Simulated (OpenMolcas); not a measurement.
Ni III: effect of the active space

* Program: OpenMolcas
* Method: CASSCF
* Basis: ANO-RCC-VQZP
* Scalar Hamiltonian: DKH2, point nucleus
* Spin-orbit coupling: RASSI with atomic mean-field integrals over the reference wave functions, term energies averaged over their components

A. 8 electrons in 5 orbitals (3d); 2S+1 = 3 even, 10 roots; 2S+1 = 1 even, 15 roots; cost about 7 core-seconds
B. 8 electrons in 6 orbitals (3d 4s); 2S+1 = 3 even, 55 roots; 2S+1 = 5 even, 10 roots kept (CI in the orbitals of an earlier block); 2S+1 = 1 even, 50 roots kept (CI in the orbitals of an earlier block); cost of the order of 60 core-seconds
C. 8 electrons in 10 orbitals (3d 4d); 2S+1 = 3 even, 10 roots; 2S+1 = 1 even, 15 roots; cost of the order of 80 core-seconds

Energies in cm-1 above 3d8 3F4, the measured ground level; measured values from Corliss and Sugar, J. Phys. Chem. Ref. Data 10, 197 (1981).

```json
{"Level": "3d8 3F4", "A": "0.0", "B": "0.0", "C": "0.0", "Measured": "0.0"}
{"Level": "3d8 3F3", "A": "1364", "B": "1457", "C": "1356", "Measured": "1361"}
{"Level": "3d8 3F2", "A": "2302", "B": "2458", "C": "2284", "Measured": "2270"}
{"Level": "3d8 1D2", "A": "17143", "B": "18136", "C": "16807", "Measured": "14032"}
{"Level": "3d8 3P2", "A": "20768", "B": "21898", "C": "19850", "Measured": "16662"}
{"Level": "3d8 3P1", "A": "21158", "B": "22304", "C": "20167", "Measured": "16978"}
{"Level": "3d8 3P0", "A": "21431", "B": "22595", "C": "20437", "Measured": "17231"}
{"Level": "3d8 1G4", "A": "26577", "B": "28111", "C": "25793", "Measured": "23109"}
{"Level": "3d8 1S0", "A": "64015", "B": "67751", "C": "61386", "Measured": "52532"}
```

Deviations, from unrounded energies. A percentage is the sum of absolute deviations over the sum of measured energies, with the sign that they share, or ± where signs differ.

```
                        Against measurement  Levels      A      B      C
             mean absolute deviation (cm-1)       8   3800   5100   3000
      fine structure of the ground term (%)       2   +1.0   +7.8   ±0.5
other terms of the ground configuration (%)       6  +21.7  +28.6  +17.0
```

C lies closest to measurement on these levels and B furthest from it. The largest miss of C in the table is 3d8 1S0, by +8900 cm-1. The ranking rests on the paired levels alone, and a cruder setting can come out closer through cancelling errors.

Among A to C the level of the table that moves most is 3d8 1S0, by 6400 cm-1 (lowest in C, highest in B).

Without dynamic correlation excited terms often stand tens of per cent too high (terms of higher spin than the ground term too low), and those without a measured partner can miss by more than the paired ones. Some levels mix across a computed gap that differs much from the measured one, so their mixing is not that of the real levels (holds for A; B). Terms from blocks run as CI alone lack orbitals of their own (holds for B). Active for correlation alone: 4d; no level in the range computed is led by a configuration that fills it, so any true level of that kind is missing (holds for C). Computed and measured levels are paired by configuration, term and J; levels that our copy of the source lacks, or whose pairing is in doubt (as where it misses far off the trend of its configuration), stay unpaired and out of the deviations. Levels of configurations outside the active space are missing. Levels that lie high or do not pair safely by name in every column are left out.
